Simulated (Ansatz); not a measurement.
Born–Oppenheimer molecular dynamics of ClGeH3O (6 atoms, charge 0, multiplicity 1). It starts from a relaxed structure.

The calculation used RHF/def2-SVP in Ansatz 0.2.0.

| Quantity | Value |
| --- | --- |
| ensemble | NVE (velocity Verlet) |
| time step | 0.5 fs |
| steps asked | 150 |
| starting velocities drawn for | 500 K |
| seed | 611416 |

First frame:

```xyz
6
Properties=species:S:1:pos:R:3
Ge 0.000 -0.063 -0.028
O -0.021 -0.122 1.720
H -0.857 -0.073 2.158
H 1.455 0.055 -0.441
Cl -1.057 1.717 -0.673
H -0.744 -1.249 -0.631
```

How far do the bonds stretch over the last three quarters of this one trajectory? (Pairs bonded in most of those frames.)


| bond | mean (Å) | spread (Å) | shortest | longest |
| --- | --- | --- | --- | --- |
| Ge1–O2 | 1.757 | 0.020 | 1.72 | 1.78 |
| Ge1–H4 | 1.519 | 0.015 | 1.50 | 1.54 |
| Ge1–Cl5 | 2.159 | 0.029 | 2.12 | 2.21 |
| Ge1–H6 | 1.533 | 0.053 | 1.45 | 1.61 |
| O2–H3 | 0.949 | 0.025 | 0.91 | 0.98 |

Mean temperature of the second half: 264 K. The conserved energy stayed within 0.39 meV per atom of its start (net change 0.14 meV per atom), so the integration is sound. The temperature averaged 0.53 of the 500 K drawn at the start: a run that starts near a minimum puts about half its kinetic energy into the potential. A run of 0.075 ps of so small a system gives no equilibrium averages.

Run time: 110 s on 1 thread of AMD EPYC 9R45 96-Core Processor (Zen 5), on a shared host, peak memory 0.16 GiB.
